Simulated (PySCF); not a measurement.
## 29Si chemical shifts

Computed data (PySCF 2.14.0 with density-fitted response routines): geometry from GFN2-xTB, PBE0/pcSseg-1 with gauge-including orbitals. No relativistic terms, one conformer, one averaged value for each set of equivalent atoms, gas phase.

Shieldings were converted by a linear fit to measured shifts: 29Si (scatter 8.9 ppm rms, 25.8 ppm with the 6 outliers that the fit left out vs TMS, solution or neat liquid). A few per cent of atoms miss by over 2 rms, more outside the fitted compound classes.

(1) Give the 29Si shifts of `O=C([SiH2]O)C(F)(F)F`, `[SiH3][Si@]1([SiH2]P)[SiH2]CS1`, `C[Si@H](N)[SiH2][SiH3]`, `C[Si@H]([SiH3])N[SiH3]`, `C[SiH2][SiH2][SiH2]N`.

(2) Order these by 29Si shift, lowest first.
A. C#C[C@@H](C(F)F)[Si](F)(P)P
B. O=C([SiH2]O)C(F)(F)F
C. C[C@@H]1CC=C(Cl)S[SiH2]1
D. O=CC#CC#C[SiH2]S
E. CSC1=C[Si@@](C)(Cl)C1

Results:

(1) 
```csv
compound,environment,δ (ppm)
O=C([SiH2]O)C(F)(F)F,"silicon bonded to C, O, 2 H",-45.8
[SiH3:1][Si@:2]1([SiH2:3][PH2:4])[SiH2:5][CH2:6][S:7]1,"Si2: silicon bonded to S, 3 Si, in a 4-membered ring",-20.0
[SiH3:1][Si@:2]1([SiH2:3][PH2:4])[SiH2:5][CH2:6][S:7]1,"Si5: silicon bonded to C, Si, 2 H, in a 4-membered ring",-37.5
[SiH3:1][Si@:2]1([SiH2:3][PH2:4])[SiH2:5][CH2:6][S:7]1,"Si3: silicon bonded to P, Si, 2 H",-76.1
[SiH3:1][Si@:2]1([SiH2:3][PH2:4])[SiH2:5][CH2:6][S:7]1,"Si1: silicon bonded to Si, 3 H",-94.5
[CH3:1][Si@H:2]([NH2:3])[SiH2:4][SiH3:5],"Si2: silicon bonded to C, N, Si, H",-26.5
[CH3:1][Si@H:2]([NH2:3])[SiH2:4][SiH3:5],"Si5: silicon bonded to Si, 3 H",-107.5
[CH3:1][Si@H:2]([NH2:3])[SiH2:4][SiH3:5],"Si4: silicon bonded to 2 Si, 2 H",-118.5
[CH3:1][Si@H:2]([SiH3:3])[NH:4][SiH3:5],"Si2: silicon bonded to C, N, Si, H",-26.3
[CH3:1][Si@H:2]([SiH3:3])[NH:4][SiH3:5],"Si5: silicon bonded to N, 3 H",-53.8
[CH3:1][Si@H:2]([SiH3:3])[NH:4][SiH3:5],"Si3: silicon bonded to Si, 3 H",-108.2
[CH3:1][SiH2:2][SiH2:3][SiH2:4][NH2:5],"Si4: silicon bonded to N, Si, 2 H",-47.9
[CH3:1][SiH2:2][SiH2:3][SiH2:4][NH2:5],"Si2: silicon bonded to C, Si, 2 H",-72.2
[CH3:1][SiH2:2][SiH2:3][SiH2:4][NH2:5],"Si3: silicon bonded to 2 Si, 2 H",-112.5
```

(2) D (-54.5 ppm, silicon bonded to C, S, 2 H), B (-45.8 ppm, silicon bonded to C, O, 2 H), C (-24.2 ppm, silicon bonded to C, S, 2 H, in a 6-membered ring), E (-2.3 ppm, silicon bonded to 3 C, Cl, in a 4-membered ring), A (39.4 ppm, silicon bonded to C, F, 2 P).
